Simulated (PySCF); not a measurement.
A side-by-side comparison of computed properties.

First species: 4-chloro-3-methylaniline, C7H8ClN.
Cartesian coordinates in Å at the GFN2-xTB level; atoms count from 1:
```xyz
17
C7H8ClN angstrom
C      2.3365   -0.7119    0.5237
C      1.0122   -0.1420    0.1248
C     -0.1681   -0.8150    0.3902
C     -1.4106   -0.2955    0.0249
N     -2.5630   -1.0229    0.2348
C     -1.4564    0.9406   -0.6202
C     -0.2904    1.6271   -0.8920
C      0.9297    1.0882   -0.5232
Cl     2.3804    1.9732   -0.8766
H      2.9626   -0.8593   -0.3552
H      2.2113   -1.6643    1.0314
H      2.8592   -0.0226    1.1856
H     -0.1271   -1.7716    0.8920
H     -3.4286   -0.5090    0.2148
H     -2.5193   -1.7466    0.9334
H     -2.4089    1.3595   -0.9091
H     -0.3267    2.5840   -1.3890
```

Second species: C₄H₁₁ClSi₃.
Numbering: `[CH3:1][Si@@H:2]([C:3]#[C:4][CH2:5][Cl:6])[SiH2:7][SiH3:8]` (hydrogens: H9, H10, H11 on C1; H12 on Si2; H13, H14 on C5; H15, H16 on Si7; H17, H18, H19 on Si8)

Levels: PBE0/pcSseg-1 for dipole moment, HOMO energy, LUMO energy and HOMO–LUMO gap; GFN2-xTB for rotational constant A and rotational constant C. Geometries: GFN2-xTB. Each species is one conformer at its optimised geometry, gas phase, non-relativistic unless stated. Electronic properties by PySCF.

Dipoles, sizes and rotational constants follow the conformer. The torsions of the flexible species, by atom-mapped SMILES:
- `[CH3:1][c:2]1[cH:3][c:4]([NH2:5])[cH:6][cH:7][c:8]1[Cl:9]`: H–N5–C4–C3 162°, H–N5–C4–C3 22°
- `[CH3:1][Si@@H:2]([C:3]#[C:4][CH2:5][Cl:6])[SiH2:7][SiH3:8]`: C1–Si2–Si7–Si8 -146°

Values for the first species:

| Item | Value |
| --- | --- |
| Dipole moment | 3.32 D |
| HOMO energy | -5.87 eV |
| LUMO energy | -0.19 eV |
| HOMO–LUMO gap | 5.68 eV |
| Rotational constant A | 2.883 GHz |
| Rotational constant C | 0.720 GHz |

**Question.** Estimate the same properties for the second species, and the change in each.

**Answer.** 
| property | first | second | second less first |
| --- | --- | --- | --- |
| dipole moment | 3.32 D | 2.11 D | -1.21 D |
| HOMO energy | -5.87 eV | -7.78 eV | -1.91 eV |
| LUMO energy | -0.19 eV | -0.81 eV | -0.62 eV |
| HOMO–LUMO gap | 5.68 eV | 6.97 eV | +1.29 eV |
| rotational constant A | 2.883 GHz | 1.009 GHz | -1.874 GHz |
| rotational constant C | 0.720 GHz | 0.367 GHz | -0.353 GHz |

On the first: The dipole matches unit charges of opposite sign 0.69 Å apart (1 e·Å = 4.8032 D).

On the second: A dipole of 2.11 D is allowed in C1, and pure rotational transitions are dipole-allowed. In atomic units the dipole is 0.83 e·bohr (1 au = 2.5417 D).
